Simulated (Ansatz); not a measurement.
Ansatz (a first-principles code) input (PBE0/def2-TZVPD):

Ansatz 0.2 input:
```yaml
crystal:
  periodic: [false, false, false]
  atoms:
    - {symbol: Si, position_ang: [-0.24147554, -1.01896928, -0.81829652]}
    - {symbol: N, position_ang: [-1.13307659, -0.70537793, 0.62903103]}
    - {symbol: Si, position_ang: [-2.04338470, 0.71114014, 1.05925508]}
    - {symbol: O, position_ang: [1.27969233, -0.40939608, -0.77566078]}
    - {symbol: Si, position_ang: [2.15446965, 0.82124421, -0.13252761]}
    - {symbol: H, position_ang: [-0.11520649, -2.47970110, -0.98657252]}
    - {symbol: H, position_ang: [-0.97247916, -0.38288886, -1.93086829]}
    - {symbol: H, position_ang: [-0.97470454, -1.35900557, 1.38595541]}
    - {symbol: H, position_ang: [-2.44958166, 1.36260612, -0.21436163]}
    - {symbol: H, position_ang: [-3.23999830, 0.30952081, 1.85378216]}
    - {symbol: H, position_ang: [1.38932701, 2.08896878, -0.20145829]}
    - {symbol: H, position_ang: [3.40659874, 0.95293860, -0.90662196]}
    - {symbol: H, position_ang: [2.47551018, 0.53256436, 1.28418106]}
basis:
  gaussian:
    orbitals: def2-TZVPD
hamiltonian:
  xc: {name: PBE0}
magnetization: {spin_polarized: true, initial_magnetization: 1}
output: {forces: true}
```

Output:

```
Functional definition: PBE0
integrals: 0.30 GiB planned
1659 factors; their error is unknown
0.40 GiB of the device are held for the grids
1.85 GiB of device memory are held for the factors and their scratch space
mean field: 2.25 GiB planned
mean field evaluation 1: about -27280.7469 eV, gradient 5.4e1 eV
mean field evaluation 2: about -27256.5956 eV, gradient 8.9e1 eV
mean field evaluation 4: about -27290.6866 eV, gradient 2.4e0 eV
mean field evaluation 8: about -27290.7149 eV, gradient 1.1e-1 eV
mean field evaluation 16: about -27290.7360 eV, gradient 1.3e-4 eV
mean field -27290.73603704 eV, -1002.9160510360 hartree, gradient 1.0e-5 eV, S^2 0.752624; 0 other end points of the search recorded, 0 dependent functions left out
the calculation of the forces begins
reference -27290.73608183 eV, -1002.9160526821 hartree; 33, 32 occupied and 245, 246 virtual orbitals, 1659 factors
Total energy: -27290.73608183 eV, -1002.9160526821 hartree
Atom 0 at    -0.241476    -1.018969    -0.818297 Å, force     0.086213     0.149567     0.203418 eV/Å
Atom 1 at    -1.133077    -0.705378     0.629031 Å, force    -0.020137     0.051432    -0.017498 eV/Å
Atom 2 at    -2.043385     0.711140     1.059255 Å, force     0.074967    -0.156786    -0.039317 eV/Å
Atom 3 at     1.279692    -0.409396    -0.775661 Å, force    -0.017750     0.008676     0.007135 eV/Å
Atom 4 at     2.154470     0.821244    -0.132528 Å, force    -0.097815    -0.134925    -0.070215 eV/Å
Atom 5 at    -0.115206    -2.479701    -0.986573 Å, force     0.010173    -0.092731    -0.009259 eV/Å
Atom 6 at    -0.972479    -0.382889    -1.930868 Å, force    -0.054905     0.046153    -0.081272 eV/Å
Atom 7 at    -0.974705    -1.359006     1.385955 Å, force    -0.005957     0.015567    -0.014573 eV/Å
Atom 8 at    -2.449582     1.362606    -0.214362 Å, force    -0.009768     0.039235    -0.043241 eV/Å
Atom 9 at    -3.239998     0.309521     1.853782 Å, force    -0.026892     0.000630     0.034005 eV/Å
Atom 10 at     1.389327     2.088969    -0.201458 Å, force    -0.039063     0.085227    -0.006645 eV/Å
Atom 11 at     3.406599     0.952939    -0.906622 Å, force     0.074043     0.005032    -0.047573 eV/Å
Atom 12 at     2.475510     0.532564     1.284181 Å, force     0.026892    -0.017077     0.085035 eV/Å
Dipole moment:    -0.011932    -0.125453     0.150189 e Å
```

It need not be the lowest isomer of its formula.
